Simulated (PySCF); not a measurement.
Radial density of Ar+ (argon, charge +1)

UHF, [Ne] 3s1 3p6, 2S determinant (an excited configuration). All numbers are calculated (PySCF 2.14, no relativity, point nucleus, in aug-cc-pwCVDZ (6s5p3d, 36 functions)).

| r (bohr) | 4πr²ρ (e/bohr) | 4πr²(ρα − ρβ) |
| --- | --- | --- |
| 0.00119 | 0.06477 | 0.0003 |
| 0.00200 | 0.1785 | 0.0008 |
| 0.00336 | 0.4798 | 0.0021 |
| 0.00565 | 1.252 | 0.0056 |
| 0.00950 | 3.081 | 0.0136 |
| 0.0160 | 6.917 | 0.0299 |
| 0.0269 | 13.26 | 0.0546 |
| 0.0452 | 19.67 | 0.0698 |
| 0.0760 | 19.77 | 0.0418 |
| 0.128 | 14.79 | 0.0333 |
| 0.215 | 18.37 | 0.2109 |
| 0.362 | 19.22 | 0.1716 |
| 0.609 | 6.583 | 0.0779 |
| 1.02 | 4.935 | 1.0162 |
| 1.72 | 3.746 | 0.4835 |
| 2.90 | 0.5065 | -0.0352 |
| 4.87 | 0.006466 | -0.0022 |
| 8.19 | 1.543e-05 | 0.0000 |

Where is the radial spin density 4πr²(ρα − ρβ) most negative, and why is it negative at all?

Around r = 2.90 bohr, down to -0.0352 e/bohr: exchange with the open shell polarises the paired shells in an unrestricted calculation.
